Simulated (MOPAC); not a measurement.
MOPAC input (PM3):

```
PM3 PRECISE GNORM=0.05 LET XYZ CHARGE=-1 GEO-OK AUX(PRECISION=9) THREADS=1
H5Sn

Sn   -0.00000000 1   -0.00000000 1   -0.00000000 1
H     0.01230000 1    0.01135700 1    1.87957200 1
H    -0.01230000 1   -0.01135700 1   -1.87957200 1
H     1.77645100 1   -0.00682900 1   -0.01158400 1
H    -0.88237200 1    1.54187100 1   -0.00354200 1
H    -0.89407900 1   -1.53504200 1    0.01512600 1
```

Output:

```
 *******************************************************************************
 **                                                                           **
 **                              MOPAC v23.2.5                                **
 **                                                                           **
 *******************************************************************************
 ** MOPAC's Digital Object Identifier: https://doi.org/10.5281/zenodo.6511958 **
 **                                                                           **
 ** Please cite the open-source release paper for use of this MOPAC version:  **
 ** J. E. Moussa and J. J. P. Stewart (2026)                                  **
 ** MOPAC: An open-source semiempirical molecular orbital program             **
 ** J. Open Source Softw., 11(119), 8025, https://doi.org/10.21105/joss.08025 **
 *******************************************************************************

                              PM3 CALCULATION RESULTS

 *******************************************************************************
 *  PM3        - The PM3 Hamiltonian to be used
 *  GEO-OK     - OVERRIDE INTERATOMIC DISTANCE AND OTHER SAFETY CHECKS
 *
 *
 *
 *                 CHARGE ON SYSTEM = -1
 *
 *
 *
 *  LET        - OVERRIDE SOME SAFETY CHECKS
 *  PRECISE    - TIGHTER CRITERIA TO BE USED
 *  XYZ        - CARTESIAN COORDINATE SYSTEM TO BE USED
 *  GNORM      - EXIT WHEN GRADIENT NORM DROPS BELOW 0.050
 *  AUX        - OUTPUT AUXILIARY INFORMATION
 *******************************************************************************
PM3 PRECISE GNORM=0.05 LET XYZ CHARGE=-1 GEO-OK AUX(PRECISION=9) THREADS=1
 H5Sn

   ATOM   CHEMICAL          X               Y               Z
  NUMBER   SYMBOL      (ANGSTROMS)     (ANGSTROMS)     (ANGSTROMS)

     1      Sn         -0.00000000  *  -0.00000000  *  -0.00000000  *
     2       H          0.01230000  *   0.01135700  *   1.87957200  *
     3       H         -0.01230000  *  -0.01135700  *  -1.87957200  *
     4       H          1.77645100  *  -0.00682900  *  -0.01158400  *
     5       H         -0.88237200  *   1.54187100  *  -0.00354200  *
     6       H         -0.89407900  *  -1.53504200  *   0.01512600  *

          CARTESIAN COORDINATES

    NO.       ATOM           X           Y           Z

     1        Sn         -0.0000     -0.0000     -0.0000
     2         H          0.0123      0.0114      1.8796
     3         H         -0.0123     -0.0114     -1.8796
     4         H          1.7765     -0.0068     -0.0116
     5         H         -0.8824      1.5419     -0.0035
     6         H         -0.8941     -1.5350      0.0151

  H: (PM3): J. J. P. STEWART, J. COMP. CHEM. 10, 209 (1989).
 Sn: (PM3): J. J. P. STEWART, J. COMP. CHEM. 12, 320-341 (1991).

           Empirical Formula: H5 Sn  =     6 atoms

      MOLECULAR POINT GROUP   :   D3h

      RHF CALCULATION, NO. OF DOUBLY OCCUPIED LEVELS = 5

          Geometry optimization using EF

          DIAGONAL MATRIX USED AS START HESSIAN

 CYCLE:     1  GRAD.:    65.843 HEAT:  70.10342
 CYCLE:     2  GRAD.:    16.198 HEAT:  62.10502
 CYCLE:     3  GRAD.:    14.766 HEAT:  61.98988
 CYCLE:     4  GRAD.:     0.845 HEAT:  61.68654
 CYCLE:     5  GRAD.:     0.057 HEAT:  61.68553
 CYCLE:     6  GRAD.:     0.013 HEAT:  61.68552

     GRADIENT =  0.01263 IS LESS THAN CUTOFF =  0.05000

 -------------------------------------------------------------------------------
 PM3 PRECISE GNORM=0.05 LET XYZ CHARGE=-1 GEO-OK AUX(PRECISION=9) THREADS=1
 H5Sn

     GEOMETRY OPTIMISED USING EIGENVECTOR FOLLOWING (EF).
     SCF FIELD WAS ACHIEVED

                              PM3 CALCULATION
                                                       MOPAC v23.2.5 Linux

          FINAL HEAT OF FORMATION =         61.68552 KCAL/MOL =     258.09222 KJ/MOL

          COSMO AREA              =         86.51 SQUARE ANGSTROMS
          COSMO VOLUME            =         73.34 CUBIC ANGSTROMS

          GRADIENT NORM           =          0.01263          =       0.00516 PER ATOM
          IONIZATION POTENTIAL    =          2.005383 EV
          HOMO LUMO ENERGIES (EV) =         -2.005  5.791
          NO. OF FILLED LEVELS    =          5
          MOLECULAR WEIGHT        =        123.7295         POINT GROUP:  D3h

          MOLECULAR DIMENSIONS (Angstroms)

            Atom       Atom       Distance
            H     3    H     2     3.46364
            H     6    H     4     2.97235
            H     6    H     5     2.57413

          SCF CALCULATIONS        =          7

   ATOM   CHEMICAL          X               Y               Z
  NUMBER   SYMBOL      (ANGSTROMS)     (ANGSTROMS)     (ANGSTROMS)

     1      Sn         -0.00000001  *  -0.00000001  *   0.00000000  *
     2       H          0.01133269  *   0.01046374  *   1.73175366  *
     3       H         -0.01133272  *  -0.01046379  *  -1.73175366  *
     4       H          1.71603584  *  -0.00659681  *  -0.01119000  *
     5       H         -0.85236353  *   1.48943359  *  -0.00342164  *
     6       H         -0.86367218  *  -1.48283661  *   0.01461164  *

                             CARTESIAN COORDINATES

   1   Sn       -0.000000009    -0.000000012     0.000000000
   2    H        0.011332686     0.010463742     1.731753661
   3    H       -0.011332717    -0.010463786    -1.731753660
   4    H        1.716035839    -0.006596810    -0.011189998
   5    H       -0.852363528     1.489433591    -0.003421642
   6    H       -0.863672183    -1.482836607     0.014611638

           Empirical Formula: H5 Sn  =     6 atoms

      MOLECULAR POINT GROUP   :   D3h

                  EIGENVALUES
 -11.47647  -6.89784  -6.68328  -6.68328  -2.00538   5.79114   6.97658   6.97658
   7.73586

              NET ATOMIC CHARGES AND DIPOLE CONTRIBUTIONS

  ATOM NO.   TYPE          CHARGE      No. of ELECS.   s-Pop       p-Pop
    1         Sn           0.735385        3.2646     0.92626     2.33836
    2          H          -0.413755        1.4138     1.41375
    3          H          -0.413755        1.4138     1.41375
    4          H          -0.302625        1.3026     1.30263
    5          H          -0.302625        1.3026     1.30263
    6          H          -0.302625        1.3026     1.30263
 DIPOLE           X         Y         Z       TOTAL
 POINT-CHG.    -0.000    -0.000     0.000     0.000
 HYBRID         0.000     0.000    -0.000     0.000
 SUM           -0.000    -0.000     0.000     0.000

          ATOMIC ORBITAL ELECTRON POPULATIONS

     Atom    s        px        py        pz
    1 Sn   0.92626   0.77731   0.77731   0.78373
    2  H   1.41375
    3  H   1.41375
    4  H   1.30263
    5  H   1.30263
    6  H   1.30263

 **********************
 *                    *
 * JOB ENDED NORMALLY *
 *                    *
 **********************

 == MOPAC DONE ==
```

The dipole moment of an ion depends on the origin.

The geometry given is a B3LYP-D3(BJ)/def2-TZVP minimum.
